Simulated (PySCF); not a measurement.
HGeO, charge +1, singlet, at a GFN2-xTB geometry. Base run: HF/6-31G* (PySCF).

The PySCF input:
```python
from pyscf import gto, scf

mol = gto.M(
    atom='''
O    -0.00000000   -0.00000000   -1.24787863
Ge    0.00000000    0.00000000    0.38151971
H    -0.00000000   -0.00000000   -2.22560177
''',
    basis='6-31g*',
    charge=1,
    verbose=4,
)

mf = scf.RHF(mol)
mf.kernel()
mo_i, mo_e, stable_i, stable_e = mf.stability(internal=True, external=True, return_status=True, nroots=6, tol=1e-6)
print('internally stable:', stable_i, ' externally stable:', stable_e)
if not stable_e:
    umf = mf.to_uhf() if not hasattr(mf, 'xc') else mf.to_uks()
    umf.scf_summary = {}
    umf.kernel(umf.make_rdm1(mo_e, umf.mo_occ))
mf.analyze()
```

The bond that is stretched is that between atoms 3 and 1. A test that says stable can miss a lower solution.

Each row names what was changed in the base input (with any setting that the change needs).

```csv
change,ΔE vs base (eV),<S^2>,E after following the instability (Eh),<S^2> there,HOMO-LUMO gap (eV),stability test says
base,0.00,0.000,-,-,14.24,stable
bond × 1.25,1.16,0.000,-,-,14.05,stable
bond × 1.5,2.78,0.000,-,-,13.78,stable
bond × 1.8,4.45,0.000,-2150.10519,0.38,11.03,external instability
bond × 2.2,6.05,0.000,-2150.07711,0.87,8.20,external instability
bond × 3.0,7.70,0.000,-2150.06792,1.04,4.90,external instability
```

Where a bond breaks into two radicals, a solution with restricted orbitals usually stops being the lowest and lies too high; an unrestricted one lies lower at the price of spin contamination, which <S^2> shows.
